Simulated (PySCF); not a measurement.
## Correlation energy of Cl³⁺ (chlorine, charge +3)

[Ne] 3s2 3p2, high-spin 3P determinant. All numbers are calculated (PySCF 2.14, the non-relativistic Hamiltonian (point nucleus), in def2-SVP). Frozen: [Ne]; 4 electrons correlated.

MP2 pair energies summed by pair of shells (mhartree):

```tsv
pair	energy	share (%)
3s-3p	-34.56	60.8
3s-3s	-16.32	28.7
3p-3p	-5.98	10.5
```

Total MP2 correlation energy: -56.86 mhartree.

Same-spin part -8.85 and opposite-spin part -48.02 mhartree; SCS-MP2 scales them by 1/3 and 6/5 to -60.57 mhartree.

```
  level  correlation energy (mhartree)
   CCSD                         -79.28
    (T)                          -0.81
CCSD(T)                         -80.09
```

Diagnostics: T1 = 0.0062, D1 = 0.0166, largest double amplitude 0.105.

Cost of the coupled-cluster step: 0.1 s of wall time on 1 thread of Intel(R) Xeon(R) Platinum 8259CL CPU @ 2.50GHz (shared host), for 4 correlated electrons.

Iterations:

```
CC2 = 0
CCSD nocc = (np.int64(3), np.int64(1)), nmo = (13, 13)
frozen orbitals [[0, 1, 2, 3, 4], [0, 1, 2, 3, 4]]
max_cycle = 100
direct = 0
conv_tol = 1e-08
conv_tol_normt = 1e-06
diis_space = 8
diis_start_cycle = 0
Init t2, MP2 energy = -0.0568647735243736
Init E_corr(UCCSD) = -0.0568647735251877
cycle = 1  E_corr(UCCSD) = -0.0723506523255032  dE = -0.0154858788  norm(t1,t2) = 0.0443078
cycle = 2  E_corr(UCCSD) = -0.0768325071198571  dE = -0.00448185479  norm(t1,t2) = 0.0161976
cycle = 3  E_corr(UCCSD) = -0.0792924308955503  dE = -0.00245992378  norm(t1,t2) = 0.00691799
cycle = 4  E_corr(UCCSD) = -0.0792671847836486  dE = 2.52461119e-05  norm(t1,t2) = 0.00103958
cycle = 5  E_corr(UCCSD) = -0.0792795938610577  dE = -1.24090774e-05  norm(t1,t2) = 0.00013585
cycle = 6  E_corr(UCCSD) = -0.0792756943790676  dE = 3.89948199e-06  norm(t1,t2) = 1.47761e-05
cycle = 7  E_corr(UCCSD) = -0.0792769891622263  dE = -1.29478316e-06  norm(t1,t2) = 2.72733e-06
cycle = 8  E_corr(UCCSD) = -0.0792766740295234  dE = 3.15132703e-07  norm(t1,t2) = 7.49656e-07
cycle = 9  E_corr(UCCSD) = -0.079276673568932  dE = 4.6059144e-10  norm(t1,t2) = 4.5663e-08
UCCSD converged
E(UCCSD) = -456.6995251772618  E_corr = -0.079276673568932
UCCSD(T) correction = -0.000812408711780129
```
